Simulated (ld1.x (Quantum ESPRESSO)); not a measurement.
# What one change does to a pseudopotential (tellurium, RRKJ)

ld1.x (Quantum ESPRESSO) 7.5 input, shortened:

```
&input
   title='Te', zed=52., rel=1, dft='PBESOL', iswitch=3,
   config='[Kr] 4d10 5s1.75 5p4.25'
 /
 &inputp
   pseudotype=2, tm=.false., lloc=0,
   nlcc=.true., new_core_ps=.true., rcore=0.95
 /
3
5P  2  1   4.25   0.00  1.85  1.85  0.0
4D  3  2  10.00   0.00  1.00  1.00  0.0
5S  1  0   1.75   0.00  1.35  1.35  0.0
 &test
   configts(1)='4d10 5s1.75 5p4.25'
 /
```

Change: all radii but the core radius scaled by about 1.29 (s 1.74, p 2.38, d 1.28 bohr).

Cutoffs: the cutoffs (Ry, on a coarse ladder) from which the occupation-weighted sum of valence levels, in a spherical-Bessel basis at the reference potential, stays within 10 and 1 mRy of its value at 400 Ry; they do not see the model core or the augmentation charge, which bear on the density cutoff. Errors are all-electron minus pseudo energies relative to the spin-unpolarised reference configuration.

**Question.** Predict the effect on cutoff, ghosts and configuration errors.

**Answer.** The potential gets softer (180 Ry and 300 Ry → 90 Ry and 110 Ry); of the 7 tests that both files solve, the error grows in 1 and shrinks in 4 by more than 15 % and 0.3 meV (median size 4.8 → 2.0 meV); neither file shows a bound ghost. A larger radius leaves more room for a smooth pseudo-wave, so fewer plane waves are needed.

| quantity | base | changed |
| --- | --- | --- |
| cutoff, loose | 180 Ry | 90 Ry |
| cutoff, tight | 300 Ry | 110 Ry |
| loose cutoff by channel (10 mRy a level) | p 15 Ry, d 90 Ry, s 45 Ry | p 15 Ry, d 80 Ry, s 21 Ry |
| bound ghosts | none | none |
| error for 4d10 5s2 5p4, meV [ΔE -2.30 eV] | -0.5 | -0.3 |
| error for 4d10 5s2 5p3, meV [ΔE 7.45 eV] | -4.8 | -2.0 |
| error for 4d10 5s2 5p2, meV [ΔE 25.42 eV] | -9.2 | +0.7 |
| error for 4d9 5s2 5p5, meV [ΔE 35.88 eV] | -235 | -550 |
| error for 4d10 5s0 5p6, meV [ΔE 16.46 eV] | -49 | -28 |
| error for 4d10 5s1 5p4, meV [ΔE 17.32 eV] | -3.9 | -4.1 |
| error for 4d10 5s2 5p3.5, meV [ΔE 1.60 eV] | -2.5 | -1.4 |
